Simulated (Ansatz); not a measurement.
`CCC(C)CC(C)CC(C)C` was relaxed with PBE-D4 (def2-SVP) in Ansatz in these states: charge +1 doublet, neutral singlet. The geometries follow in no particular order.

A:

```xyz
35

C     0.139    3.463   -2.106
C    -0.834    3.143   -0.993
C    -0.891    1.611   -0.520
C    -2.050    1.403    0.441
C     0.489    1.340    0.057
C     0.623   -0.120    0.785
C     2.011   -0.133    1.408
C     0.376   -1.208   -0.226
C     0.472   -2.689    0.396
C    -0.506   -2.904    1.538
C     0.303   -3.684   -0.739
H    -0.096    4.478   -2.502
H     0.054    2.759   -2.958
H     1.196    3.507   -1.776
H    -1.885    3.297   -1.333
H    -0.683    3.792   -0.106
H    -1.046    1.010   -1.441
H    -1.915    1.969    1.385
H    -3.013    1.711   -0.012
H    -2.162    0.326    0.695
H     1.279    1.398   -0.716
H     0.741    2.055    0.869
H    -0.157   -0.115    1.573
H     2.819   -0.117    0.648
H     2.170    0.694    2.125
H     2.118   -1.082    1.989
H     1.110   -1.155   -1.055
H    -0.646   -1.155   -0.658
H     1.520   -2.726    0.783
H    -0.428   -3.948    1.911
H    -1.559   -2.773    1.205
H    -0.324   -2.237    2.403
H    -0.728   -3.683   -1.150
H     1.017   -3.510   -1.567
H     0.483   -4.713   -0.351
```

B:

```xyz
35

C     1.9853   -3.0571   -1.6333
C     1.4017   -1.8861   -2.4261
C     0.5158   -0.9141   -1.6203
C    -0.1368    0.1096   -2.5577
C     1.3103   -0.2370   -0.4869
C     0.5638    0.7876    0.3908
C     1.5358    1.4035    1.4055
C    -0.6649    0.1591    1.0736
C    -1.5152    1.0791    1.9706
C    -2.0566    2.2963    1.2101
C    -2.6600    0.2826    2.6096
H     2.5324   -3.7570   -2.2969
H     1.1859   -3.6370   -1.1249
H     2.6988   -2.7237   -0.8527
H     0.7966   -2.2866   -3.2692
H     2.2264   -1.3059   -2.9004
H    -0.2965   -1.5246   -1.1611
H     0.6276    0.7805   -3.0059
H    -0.6671   -0.3941   -3.3920
H    -0.8755    0.7496   -2.0347
H     1.7279   -1.0203    0.1840
H     2.1930    0.2700   -0.9414
H     0.2104    1.6075   -0.2737
H     1.8840    0.6403    2.1346
H     2.4341    1.8125    0.8989
H     1.0771    2.2307    1.9833
H    -0.3201   -0.7105    1.6797
H    -1.3372   -0.2685    0.2962
H    -0.8688    1.4526    2.7971
H    -2.6971    2.9247    1.8627
H    -2.6756    1.9771    0.3436
H    -1.2465    2.9442    0.8187
H    -3.3515   -0.1091    1.8326
H    -2.2795   -0.5870    3.1841
H    -3.2579    0.9109    3.3015
```

Judge from the bond lengths which geometry belongs to which state (an estimate).

A is the charge +1 doublet (C5–C6 1.637 Å, C8–C9 1.609 Å, C2–C3 1.605 Å); B is the neutral singlet (C5–C6 1.542 Å, C8–C9 1.541 Å, C2–C3 1.542 Å).
